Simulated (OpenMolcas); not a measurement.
## Ag6+: effect of the level shift or regulariser

```json
{
  "Program": "OpenMolcas",
  "Basis": "ANO-RCC-VTZP [7s6p4d2f1g]",
  "Scalar Hamiltonian": "DKH2, point nucleus",
  "Active space": "5 electrons in 5 orbitals (4d)",
  "State averaging": "2S+1 = 6 even, 1 root; 2S+1 = 4 even, 24 roots; 2S+1 = 2 even, 75 roots",
  "Spin-orbit coupling": "RASSI with atomic mean-field integrals over the reference wave functions, term energies averaged over their components"
}
```

Methods on the same reference wave functions:
A. CASSCF
B. MS-CASPT2, IPEA 0.25 Eh, imaginary shift 0.1 Eh (closed shells correlated: 4s 4p)
C. MS-CASPT2, IPEA 0.25 Eh, real shift 0.2 Eh (closed shells correlated: 4s 4p)
D. MS-CASPT2, IPEA 0.25 Eh, sigma2 regulariser 0.3 Eh (closed shells correlated: 4s 4p)

Energies in cm⁻¹ above 4d⁵ ⁶S_5/2, the measured ground level; measured values from the list in Gamrath, thesis, University of Mons (2023).

```tsv
Level	A	B	C	D	Measured
4d⁵ ⁶S_5/2	0.0	0.0	0.0	0.0	0.0
4d⁵ ⁴G_5/2	34938	31380	31380	31380	29390
4d⁵ ⁴G_7/2	35645	32240	32250	32240	30378
4d⁵ ⁴G_11/2	35833	32510	32510	32510	30662
4d⁵ ⁴G_9/2	36038	32710	32710	32710	30907
4d⁵ ⁴P_3/2 [55 %]	39768	34960	34970	34960	32994
4d⁵ ⁴P_1/2 [68 %]	41188	36500	36500	36500	34605
4d⁵ ⁴D_7/2	43750	38430	38440	38430	36485
4d⁵ ⁴D_1/2 [69 %]	45576	40480	40490	40480	38685
4d⁵ ⁴D_5/2 [56 %]	46264	41150	41160	41150	39299
4d⁵ ⁴D_3/2 [55 %]	46533	41540	41540	41540	
4d⁵ ²I_11/2	50764	47030	47040	47030	44011
4d⁵ ²I_13/2	52061	48450	48460	48450	45546
4d⁵ ²D_3/2(1) [55 %]	57010	50810	50820	50810	
4d⁵ ⁴F_7/2 [51 %]	58203	51910	51920	51910	
4d⁵ ⁴F_9/2 [66 %]	58302	52080	52090	52080	49104
4d⁵ ⁴F_5/2	60055	53870	53870	53870	51049
4d⁵ ²F_7/2(1) [55 %]	61734	55860	55870	55860	
4d⁵ ²H_9/2 [51 %]	62551	56940	56950	56940	
4d⁵ ⁴F_3/2 [55 %]	62703	56500	56510	56500	
4d⁵ ²G_7/2(1)	65641	59070	59070	59070	
4d⁵ ²H_11/2	65896	61030	61040	61030	57962
4d⁵ ²F_7/2(2)	70373	62780	62790	62780	59792
4d⁵ ²S_1/2	76464	67100	67110	67100
```

Deviations, from unrounded energies. A percentage is the sum of absolute deviations over the sum of measured energies, with the sign that they share, or ± where signs differ.

| Against measurement | Levels | A | B | C | D |
| --- | --- | --- | --- | --- | --- |
| mean absolute deviation (cm-1) | 15 | 7000 | 2300 | 2300 | 2300 |
| other terms of the ground configuration (%) | 15 | +17.3 | +5.7 | +5.7 | +5.7 |

B, C, D lie about equally close to measurement and A furthest from it. The largest miss of D in the table is 4d⁵ ²H_11/2, by +3100 cm-1. The ranking rests on the paired levels alone, and a cruder setting can come out closer through cancelling errors.

Among B to D the level of the table that moves most is 4d⁵ ²S_1/2, by 13 cm-1 (lowest in D, highest in C). Moves below CASPT2's spread within the term are not significant.

The two smallest mean deviations differ by little beside CASPT2's spread within terms, so their order carries little weight.

From A to B the spin-free energies of the other terms of 4d⁵ shown, above ⁶S, scale by factors of 0.88 to 0.93, as is usual when dynamic correlation screens the repulsion within a d or f shell.

The lowest spin-free term lies below A's lowest term by 0.314 hartree in B, 0.314 hartree in C, 0.314 hartree in D.

Term energies are means over components that CASPT2 splits; among the terms shown or strongly mixed into the levels shown the widest spread is 680 cm-1 (4d⁵ ⁴F, D). Without dynamic correlation excited terms often stand tens of per cent too high (terms of higher spin than the ground term too low), and those without a measured partner can miss by more than the paired ones (holds for A). Blocks of more than 70 roots (2S+1 = 2 even) ran without multistate coupling (holds for B; C; D). Measured partners are found by configuration, term and J. A level has none where our copy of the source lacks it or the pairing is in doubt (some pairs that miss far off the trend of their configuration count as doubtful), and it then counts in no deviation. Only configurations of the active space appear. Levels that lie high or do not pair safely by name in every column are left out.

A share in square brackets marks a mixed level and gives the weight of the term that names it, the lowest over the columns. A number in round brackets counts repeated terms of one configuration in the order of the reference energies.
